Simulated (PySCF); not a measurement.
Compound: C7H7ClO2.
Bonds: C1–C2, C2–C3 (aromatic), C3–C4 (aromatic), C4–C5, C4–C6 (aromatic), C6–C7, C7–O8 (double), C7–Cl9, C6–O10 (aromatic), C2–O10 (aromatic). Hydrogens: H11, H12, H13 on C1; H14 on C3; H15, H16, H17 on C5.

NICS is the negative of the GIAO shielding at a point without a nucleus: at the ring centre (0) and 1 Å above and below it (1); zz is the component along the ring normal. Level: GIAO PBE0/pcSseg-1 (PySCF, non-relativistic, gas phase) on the GFN2-xTB geometry, one conformer.

Ring bond lengths (Å), with Mayer bond orders in brackets: C2–C3 1.373 (1.47), C3–C4 1.408 (1.33), C4–C6 1.390 (1.41), C6–O10 1.358 (1.00), O10–C2 1.335 (1.13).

Question: Give the NICS values of each ring in ppm.

Answer: 
```tsv
ring	type	NICS(0)	NICS(1), two faces	NICS(1)zz, two faces	rms pucker (Å)	centre to ring atoms, mean (Å)
C2–C3–C4–C6–O10	5-membered ring with O; formal bonds all aromatic	-10.0	-9.6 / -9.6	-21.6 / -21.6	0.00	1.17
```

Question: What do they say, and how far can they be read as aromaticity?

Answer: 
- C2–C3–C4–C6–O10: mean NICS(1)zz -21.6 ppm, shielded, aromatic by this magnetic criterion (flat ring, no four-coordinate atom).

Question: What does the geometric index give? HOMA = 1 − mean of α(R − Ropt)² over the ring bonds, with Krygowski's 1993 parameters (CC: Ropt 1.388 Å, α 257.7 Å⁻²; CO: Ropt 1.265 Å, α 157.38 Å⁻²).

Answer: 
- C2–C3–C4–C6–O10: HOMA 0.54; the largest term is that of C6–O10, α(R − Ropt)² = 1.37.

Question: What field does 11.7 T along the ring normal induce along that normal at the first NICS(1) probe listed for ring C2–C3–C4–C6–O10, 1 Å off the ring?

Answer: NICSzz × B0 = -21.6 ppm × 11.7 T = -253 μT, against the applied field.

Question: List the ring angles and the Hirshfeld charges of the ring atoms.

Answer: 
- C2–C3–C4–C6–O10: C2 110.4° (+0.097 e), C3 106.9° (-0.092 e), C4 105.2° (+0.011 e), C6 109.9° (+0.015 e), O10 107.6° (-0.053 e); sum 540.0° against 540° for a flat convex ring.

The values belong to the conformer `[CH3:1][c:2]1[cH:3][c:4]([CH3:5])[c:6]([C:7](=[O:8])[Cl:9])[o:10]1`: C4–C6–C7–O8 0°.
